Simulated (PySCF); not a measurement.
Predicted microwave data (PBE0-D3(BJ)/def2-SVP geometry optimisation, gas phase (PySCF 2.14.0)) for one isomer of C9H10OS:

| Item | Value |
| --- | --- |
| Rotational constants | A = 2964, B = 451.6, C = 393.9 MHz |
| Dipole components | \|μa\| = 2.34 D, \|μb\| = 1.08 D, \|μc\| = 0.00 D |
| Inertial defect | -6.46 u·Å² |
| κ | -0.96 |

Task: Which candidate fits, each taken in the one conformer that was computed?
A. `[CH2:1]=[CH:2][c:3]1[cH:4][cH:5][c:6]([S@@:7]([CH3:8])=[O:9])[cH:10][cH:11]1` with C1–C2–C3–C4 0°, C5–C6–S7–C8 -102°
B. `[CH3:1][S:2][c:3]1[cH:4][cH:5][c:6]([C:7]([CH3:8])=[O:9])[cH:10][cH:11]1` with C1–S2–C3–C4 180°, C5–C6–C7–C8 -1° (4'-(methylthio)acetophenone)
C. `[CH3:1][S@@:2](=[O:3])[c:4]1[cH:5][cH:6][cH:7][c:8]2[c:9]1[CH2:10][CH2:11]2` with C1–S2–C4–C5 -110°

Result: B. It is CSc1ccc(C(C)=O)cc1, a near-prolate asymmetric top, point group Cs. The candidates at the same level (rigid rotor, commonest isotopes):

```json
{"SMILES": "CSc1ccc(C(C)=O)cc1", "A (MHz)": "2964", "B (MHz)": "451.6", "C (MHz)": "393.9", "μa (D)": "2.34", "μb (D)": "1.08", "μc (D)": "0.00", "Δ (u·Å²)": "-6.46", "point group": "Cs", "rotor": "near-prolate asymmetric top"}
{"SMILES": "C[S@@](=O)c1cccc2c1CC2", "A (MHz)": "1707", "B (MHz)": "758.7", "C (MHz)": "571.0", "μa (D)": "3.28", "μb (D)": "2.59", "μc (D)": "1.31", "Δ (u·Å²)": "-77.24", "point group": "C1", "rotor": "asymmetric top"}
{"SMILES": "C=Cc1ccc([S@@](C)=O)cc1", "A (MHz)": "2788", "B (MHz)": "478.5", "C (MHz)": "436.8", "μa (D)": "2.05", "μb (D)": "3.00", "μc (D)": "1.36", "Δ (u·Å²)": "-80.45", "point group": "C1", "rotor": "near-prolate asymmetric top"}
```

`C[S@@](=O)c1cccc2c1CC2` has B 68 % too high; `C=Cc1ccc([S@@](C)=O)cc1` has C 11 % too high. In the right answer the mirror of this Cs structure is the ab plane, so μc vanishes by symmetry (the 0.01 D computed is a residue). No structure here is proved a minimum.
